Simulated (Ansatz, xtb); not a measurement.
Relative energy of two isomers of C4H4FNS

Structure I is `Cc1csc(F)n1`, a singlet and structure II is `Cc1scnc1F`, a singlet. Both are isolated molecules in the gas phase, relaxed with r2SCAN-D4/def2-SVP.

I (Å):

```xyz
11

C    -2.6659   -2.2111    0.9847
C    -1.2635   -2.0659    0.4945
C    -0.1649   -2.7245    0.9931
C     0.2512   -1.2142   -0.8291
F     0.7989   -0.4898   -1.7836
N    -1.0025   -1.2031   -0.5518
S     1.2668   -2.2580    0.1289
H    -2.7258   -2.9260    1.8164
H    -3.3235   -2.5572    0.1713
H    -3.0572   -1.2387    1.3237
H    -0.1171   -3.4470    1.8076
```

II (Å):

```yaml
atoms:
  - { symbol: C, position_ang: [-2.7548, -1.8036, 1.0296] }
  - { symbol: C, position_ang: [-1.3280, -1.9548, 0.6311] }
  - { symbol: C, position_ang: [1.1052, -2.0506, 0.3689] }
  - { symbol: C, position_ang: [-0.8187, -2.4152, -0.5630] }
  - { symbol: F, position_ang: [-1.5939, -2.8061, -1.5696] }
  - { symbol: N, position_ang: [0.5207, -2.4720, -0.7176] }
  - { symbol: S, position_ang: [0.0276, -1.5610, 1.6417] }
  - { symbol: H, position_ang: [-3.0056, -2.4148, 1.9118] }
  - { symbol: H, position_ang: [-3.0112, -0.7575, 1.2632] }
  - { symbol: H, position_ang: [-3.3926, -2.1318, 0.1965] }
  - { symbol: H, position_ang: [2.1882, -1.9962, 0.5035] }
```

Q: Estimate E(II) − E(I) at the level CCSD(T)/def2-SVP + ΔMP2/def2-TZVPP.

A: CCSD(T)/def2-SVP + ΔMP2/def2-TZVPP gives E(II) − E(I) = +1.45 kJ/mol, slightly favouring structure I, which is too small a margin to settle the true order.

The same difference at several levels:

| level | geometry | E(II) − E(I) (kJ/mol) | departure from the last row (kJ/mol) | job, with rough time for the two |
| --- | --- | --- | --- | --- |
| GFN2-xTB | GFN2-xTB | +2.86 | +1.41 | optimisation, 0.12 s |
| HF/STO-3G | GFN2-xTB | +11.90 | +10.45 | single point, 0.48 s |
| r2SCAN-D4/def2-SVP//GFN2-xTB | GFN2-xTB | −1.01 | −2.47 | single point, 5.9 s |
| r2SCAN-D4/def2-SVP | r2SCAN-D4/def2-SVP | −1.44 | −2.89 | optimisation, 45 s |
| HF/def2-SVP | r2SCAN-D4/def2-SVP | +3.59 | +2.13 | part of the CCSD(T) run |
| MP2/def2-SVP | r2SCAN-D4/def2-SVP | −2.46 | −3.92 | part of the CCSD(T) run |
| CCSD(T)/def2-SVP | r2SCAN-D4/def2-SVP | −0.10 | −1.55 | single point |
| CCSD(T)/def2-SVP + ΔMP2/def2-TZVPP | r2SCAN-D4/def2-SVP | +1.45 |  | single point, 78 s |

As drawn, both hold the same kinds of bond in the same numbers.

The largest departure from CCSD(T)/def2-SVP + ΔMP2/def2-TZVPP is that of HF/STO-3G, 10.45 kJ/mol. The last row adds to CCSD(T) the change of the MP2 difference between the two basis sets, here +1.55 kJ/mol.

With thermal terms from frequencies at re-optimised GFN2-xTB minima (ideal gas, soft modes damped towards free rotors, one conformer each, 298.15 K, 1 atm): on the last row, ΔE + ΔZPE = +1.38, ΔH = +1.38, ΔG = +1.50 kJ/mol.

The correlated steps freeze 11 core orbitals. Run with Ansatz 0.2.0, xtb 6.7.1; the last row on 2 threads of Arm Neoverse V1 on a shared host.
